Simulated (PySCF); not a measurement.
A side-by-side comparison of computed properties.

First species: C7H4N2.
SMILES: `C#Cn1cccc1C#N`

Second species: C8H13P.
Z-matrix (Å and degrees, GFN2-xTB geometry), rows numbered from 1:
```
C 
C   1  1.5210
P   2  1.8739  1  111.07
C   3  1.8041  2  100.61  1   -77.85
C   4  1.3473  3  111.75  2  -105.86
C   5  1.4924  4  125.73  3  -175.51
C   5  1.4480  4  113.27  3     5.81
C   7  1.3448  5  114.95  4    -0.51
C   8  1.4906  3  122.98  2   -77.91
H   1  1.0890  2  110.36  3  -178.46
H   1  1.0884  2  110.63  3   -58.26
H   1  1.0877  2  110.57  3    61.73
H   2  1.0926  1  111.01  3  -121.27
H   2  1.0929  1  110.30  3   118.05
H   4  1.0776  3  122.94  2    81.53
H   6  1.0901  5  110.03  4   118.28
H   6  1.0872  5  110.93  4    -2.16
H   6  1.0900  5  110.25  4  -122.96
H   7  1.0802  5  121.02  4   178.09
H   9  1.0887  8  110.63  3   177.19
H   9  1.0903  8  110.29  3   -62.61
H   9  1.0900  8  110.77  3    56.37
```

Levels: PBE0/pcSseg-1 for dipole moment, HOMO energy, LUMO energy and HOMO–LUMO gap; GFN2-xTB for rotational constant A and rotational constant C. Geometries: GFN2-xTB. All species are isolated and taken at one optimised geometry, non-relativistic unless stated; the electronic structure was computed with PySCF and density fitting.

Dipoles, sizes and rotational constants follow the conformer. The torsions of the flexible species, by atom-mapped SMILES:
- `[CH3:1][CH2:2][p:3]1[cH:4][c:5]([CH3:6])[cH:7][c:8]1[CH3:9]`: C1–C2–P3–C4 -78°

Which has the higher LUMO energy?

The second: -0.86 eV against -1.42 eV, a difference of 0.56 eV.

Which of the two has the higher rotational constant A, and by how much?

The first: 2.242 GHz against 1.776 GHz, a difference of 0.466 GHz.

Which of the two has the higher HOMO–LUMO gap, and by how much?

The first: 5.79 eV against 5.37 eV, a difference of 0.42 eV.

Which of the two has the higher dipole moment, and by how much?

The first: 4.29 D against 1.30 D, a difference of 2.99 D.

Which has the higher rotational constant C?

The first: 1.038 GHz against 0.787 GHz, a difference of 0.251 GHz.

Which has the higher HOMO energy?

The second: -6.23 eV against -7.21 eV, a difference of 0.98 eV.

On the first: The dipole equals about 14.3 × 10⁻³⁰ C·m (1 D = 3.33564 × 10⁻³⁰ C·m). A dipole of 4.29 D is allowed in Cs, and pure rotational transitions are dipole-allowed.

On the second: The dipole matches unit charges of opposite sign 0.27 Å apart (1 e·Å = 4.8032 D). A dipole of 1.30 D is allowed in C1, and pure rotational transitions are dipole-allowed.
